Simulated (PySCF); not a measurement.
**Stretching KIn⁺**

Set-up: basis K def2-SVPD, In def2-SVPD with ECP28; scalar-relativistic core potentials; PySCF 2.14. Energies in eV from K⁺ + In in their ground configurations at the same level. State: ²Σ⁺ (doublet), unpaired electrons σ ↑.

All columns are CAM-B3LYP. A positive dipole points towards In; it is taken about the centre of mass and depends on that origin.

```json
{"R (Å)": "3.510", "E (eV)": "-0.521", "μ (D)": "-9.04", "Mulliken charge on K (basis-dependent)": "0.85", "HOMO (eV)": "-9.02", "LUMO (eV)": "-5.07", "Mayer bond order": "0.27", "⟨S²⟩": "0.75"}
{"R (Å)": "3.674", "E (eV)": "-0.576", "μ (D)": "-9.41", "Mulliken charge on K (basis-dependent)": "0.82", "HOMO (eV)": "-8.92", "LUMO (eV)": "-5.04", "Mayer bond order": "0.32", "⟨S²⟩": "0.75"}
{"R (Å)": "3.837", "E (eV)": "-0.605", "μ (D)": "-9.80", "Mulliken charge on K (basis-dependent)": "0.79", "HOMO (eV)": "-8.82", "LUMO (eV)": "-5.00", "Mayer bond order": "0.35", "⟨S²⟩": "0.75"}
{"R (Å)": "3.959", "E (eV)": "-0.613", "μ (D)": "-10.09", "Mulliken charge on K (basis-dependent)": "0.79", "HOMO (eV)": "-8.74", "LUMO (eV)": "-4.97", "Mayer bond order": "0.35", "⟨S²⟩": "0.75"}
{"R (Å)": "4.082", "E (eV)": "-0.613", "μ (D)": "-10.39", "Mulliken charge on K (basis-dependent)": "0.78", "HOMO (eV)": "-8.66", "LUMO (eV)": "-4.94", "Mayer bond order": "0.35", "⟨S²⟩": "0.75"}
{"R (Å)": "4.205", "E (eV)": "-0.607", "μ (D)": "-10.71", "Mulliken charge on K (basis-dependent)": "0.78", "HOMO (eV)": "-8.58", "LUMO (eV)": "-4.92", "Mayer bond order": "0.35", "⟨S²⟩": "0.75"}
{"R (Å)": "4.368", "E (eV)": "-0.591", "μ (D)": "-11.15", "Mulliken charge on K (basis-dependent)": "0.79", "HOMO (eV)": "-8.46", "LUMO (eV)": "-4.88", "Mayer bond order": "0.34", "⟨S²⟩": "0.75"}
{"R (Å)": "4.572", "E (eV)": "-0.562", "μ (D)": "-11.72", "Mulliken charge on K (basis-dependent)": "0.80", "HOMO (eV)": "-8.32", "LUMO (eV)": "-4.84", "Mayer bond order": "0.33", "⟨S²⟩": "0.75"}
{"R (Å)": "4.817", "E (eV)": "-0.519", "μ (D)": "-12.47", "Mulliken charge on K (basis-dependent)": "0.81", "HOMO (eV)": "-8.14", "LUMO (eV)": "-4.80", "Mayer bond order": "0.31", "⟨S²⟩": "0.75"}
{"R (Å)": "5.143", "E (eV)": "-0.457", "μ (D)": "-13.55", "Mulliken charge on K (basis-dependent)": "0.83", "HOMO (eV)": "-7.92", "LUMO (eV)": "-4.77", "Mayer bond order": "0.29", "⟨S²⟩": "0.75"}
```

A fit through these points gives, at Re = 4.022 Å, μ = -10.25 D and dμ/dR = -2.48 D/Å; the reduced mass is 29.1 u.

How strong is the fundamental in the double-harmonic approximation, I = 42.26·(dμ/dR)²/μred km/mol?

I = 42.26·(-2.48)²/29.1 = 8.93 km/mol at CAM-B3LYP.

Spin–orbit coupling is left out, which matters for elements this heavy, above all for dissociation energies. For an ion De counts to the pair picked by the measured ionisation energies or electron affinities, which need not be the lowest pair at this level. The state is the lowest determinant that a PBE0 search found; another state may lie lower at other levels.
